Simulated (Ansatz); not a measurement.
Reactions of C$_{2}$H$_{8}$SiTe, SMILES `C[SiH2][Te]C`.

Gas-phase electronic energies from Ansatz, PBE0-D4/def2-TZVP geometries. CCSD(T)/CBS is the MP2 limit (def2-TZVPP, def2-QZVPP) plus CCSD(T) − MP2 in def2-TZVPP, frozen cores. This one scheme is used for every species. DFT in def2-TZVPP. Open shells (•) are unrestricted, without spin–orbit coupling. Elements past krypton have def2 core potentials. For I, Te outer-core shells are correlated without core-valence functions, which leaves a few kJ/mol of doubt a bond. Each species was taken in one conformer, which may not be the lowest.

```csv
reaction,ωB97X-V (kJ/mol),CCSD(T)/CBS(def2) (kJ/mol)
`C[SiH2][Te]C` + H₂ → `C[SiH2][TeH]` + CH₄,-69,-61
`C[SiH2][Te]C` → `[CH3]`• + `C[SiH2][Te]`•,257,268
`C[SiH2][Te]C` + SiH₄ → `C[SiH2][Te][SiH3]` + CH₄,-107,-107
`C[SiH2][Te]C` + `OB(O)CI` → `C[SiH2][Te]B(O)O` + `CCI`,-44,-41
```

Largest T1 diagnostic: 0.012, for `C[SiH2][Te]B(O)O`.
